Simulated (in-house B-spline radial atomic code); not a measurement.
A run on an ion of nuclear charge 21 with 21.6 electrons that did not converge. Method: scalar-relativistic (X2C) PW91, spin-polarised, spherical fractional occupations, Fermi nucleus of rms radius 3.5459 fm; computed with a B-spline radial code for spherical atoms.

Command:
```bash
python run_scf.py task.json out
```
Settings (nuclear radius in fm, mass in u):
```
Z                21
configuration    [Ar] 3d1.6 4s2
hamiltonian      x2c
method           pw91,pw91
spin_polarised   True
nucleus          fermi
rms_radius       3.5459
atomic_mass      44.95591
speed_of_light   137.035999084
```

First and last ten iterations of the last attempt (damped for 15 steps, keeping 80 % of the old Fock matrix, then DIIS):
```
 iter        energy (Eh)    residual
    1        -761.580403    2.77e-01
    2        -762.045475    2.20e-01
    3        -763.138195    1.40e-01
    4        -763.721910    8.56e-02
    5        -764.015134    5.21e-02
    6        -764.152540    2.93e-02
    7        -764.211488    1.50e-02
    8        -764.233756    9.43e-03
    9        -764.240776    6.34e-03
   10        -764.242593    4.60e-03
  111        -763.809202    3.55e-02
  112        -751.703297    1.70e-01
  113        -751.784044    1.72e-01
  114        -751.891728    1.71e-01
  115        -752.080590    1.71e-01
  116        -752.153413    1.63e-01
  117        -762.410590    1.03e-01
  118        -763.905690    8.90e-02
  119        -764.067168    5.06e-02
  120        -764.175210    2.49e-02
 not converged after 120 iterations
```

The smallest residual met was 3.3e-05; the threshold is about 2e-07. No energy from this run should be used. The likely cause: this method binds the added charge weakly or not at all at the basis-set limit, so charge moves back and forth between the atom and the box. Time taken, with all properties: 2 s on 1 thread of Arm Neoverse V1 (shared host).
